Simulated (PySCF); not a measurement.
**Exercise with solution: entropy of an ideal gas**

BeCl₂, SMILES [Cl][Be][Cl].

Coordinates come from a B3LYP-D3(BJ)/def2-TZVP optimisation. The isomer is the one that the SMILES or the coordinates give; other isomers of the formula were not compared.

B3LYP-D3(BJ)/def2-TZVP in PySCF 2.14.0 gives the harmonic wavenumbers 239, 239, 392, 1125 cm⁻¹ and the rotational temperature 0.1051 K. The molar mass is 79.91 g/mol, the symmetry number 2, the spin multiplicity 1.

Question: Work out the entropy at 298.15 K and 1 atm in the rigid-rotor, harmonic-oscillator model.

Answer: 
Translation (Sackur–Tetrode at 1 atm): S = R[1.5 ln M + 2.5 ln T − 1.16487] = 163.4 J/(mol K).
Rotation: q = T/(σ θ) = 1420, S = R[ln q + 1] = 68.7 J/(mol K).
Vibration: with u = 1.4388 ν/T, each mode gives R[u/(e^u − 1) − ln(1 − e^−u)]:
| ν (cm⁻¹) | modes | u | S (J/(mol K)) |
|---|---|---|---|
| 239 | 2 | 1.15 | 15.15 |
| 392 | 1 | 1.89 | 4.15 |
| 1125 | 1 | 5.43 | 0.24 |
These are all the modes. Sum 19.5 J/(mol K).
Spin: R ln 1 = 0.0 J/(mol K).
Total 251.6 J/(mol K); the program's own thermochemistry gives 251.6. Translation makes up 65 % and vibration 8 %. Anharmonicity, hindered rotation and orbital degeneracy are left out.
